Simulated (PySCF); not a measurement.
Structure problem from calculated spectra and properties.

Elements present: C, H and N. Monoisotopic mass: 104.0374 u.

| Quantity | Value |
| --- | --- |
| UV, strongest line | among the 10 lowest singlet transitions: S6 at 6.88 eV (180 nm, f = 0.512) [TDDFT CAM-B3LYP/def2-SVPD] |
| Valence photoelectron | vertical ionisation energy: 10.22 eV [ΔSCF CAM-B3LYP/def2-SVPD] |
| Triplet | lowest triplet excitation (Tamm–Dancoff): 3.93 eV [TDA CAM-B3LYP/def2-SVPD] |
| Dipole | 2.07 D [CAM-B3LYP/def2-SVPD] |
| 13C NMR | chemical shifts (computed TMS as zero) by class: 156.6 (2 C), 131.3 (2 C), 125.3 (1 C), 122.9 (1 C) ppm [GIAO PBE0/pcSseg-1] |
| Polarisability | 78.3 au [CAM-B3LYP/def2-SVPD] |
| NMR, other nuclei | isotropic shieldings of nuclei other than C and H, by class: -111 (1 N), -63 (1 N) ppm [GIAO PBE0/pcSseg-1] |
| Rotational structure | rotational constants A, B, C: 6.011, 1.544, 1.228 GHz [PBE0-D3(BJ)/def2-SVP] |
| 1H NMR | chemical shifts (computed TMS as zero) by class: 8.98 (2 H), 7.42 (2 H) ppm [GIAO PBE0/pcSseg-1] |
| Couplings | largest of the computed one-bond spin–spin couplings (means over like bonds): 13C–1H +191.4 (×2), 13C–1H +177.0 (×2), 13C–13C +92.2, 13C–13C +63.1 (×2), 13C–13C +58.8 (×2), 15N–13C -19.6, 15N–13C +0.8 (×2) Hz [B3LYP/pcJ-1, spin–dipole term left out for some pairs] |

The electronic properties come from PySCF, for the isolated species, density fitting. Levels stand in brackets. Geometry: PBE0-D3(BJ)/def2-SVP; no solvent, vibrations or thermal averaging. Each NMR value is the plain mean over a class of atoms that symmetry, rotation or inversion makes alike.

Q: Which formula fits the mass and the elements?

A: C6H4N2 (calculated 104.0374). No other formula that holds each of these elements comes within 0.0003 u with a fitting electron parity and a possible valence count.

Q: Give a SMILES that accounts for the data.

A: Numbering: `[N:1]#[C:2][c:3]1[cH:4][cH:5][n:6][cH:7][cH:8]1`. Its formula, C6H4N2, gives 6 degrees of unsaturation: 1 ring and 5 π bonds in the structure found (Kekulé form). 6 carbons fall into 4 classes; from least to most shielded: aromatic CH next to a ring nitrogen [C5/C7] (156.6 ppm, 2 C), aromatic CH carbon [C4/C8] (131.3 ppm, 2 C), substituted aromatic carbon [C3] (125.3 ppm), nitrile carbon [C2] (122.9 ppm). Hydrogen classes from least to most shielded: 2 H on 2 like atoms (aromatic CH next to a ring nitrogen), C5/C7 (8.98 ppm), 2 H on 2 aromatic CH carbons, C4/C8 (7.42 ppm). The other shieldings belong to: -111 ppm, pyridine-type nitrogen [N6]; -63 ppm, nitrile nitrogen [N1]. The couplings run between: +191.4 Hz, aromatic CH next to a ring nitrogen [C5] and its hydrogen (with 1 like pair); +177.0 Hz, aromatic CH carbon [C4] and its hydrogen (with 1 like pair); +92.2 Hz, nitrile carbon [C2] and substituted aromatic carbon [C3]; +63.1 Hz, substituted aromatic carbon [C3] and aromatic CH carbon [C4] (with 1 like pair); +58.8 Hz, aromatic CH carbon [C4] and aromatic CH next to a ring nitrogen [C5] (with 1 like pair); -19.6 Hz, nitrile nitrogen [N1] and nitrile carbon [C2]; +0.8 Hz, pyridine-type nitrogen [N6] and aromatic CH next to a ring nitrogen [C5] (with 1 like pair). The first electron is taken from the HOMO, whose largest Löwdin shares are 0.61 on the pyridine-type nitrogen and 0.11 on each of 2 atoms of one kind (aromatic CH next to a ring nitrogen). The optimised geometry has point group C2v and is an asymmetric top. Structure: `N#CC1=CC=NC=C1`. The assignments are read from this structure; whether some other isomer fits the data as well wasn't checked.
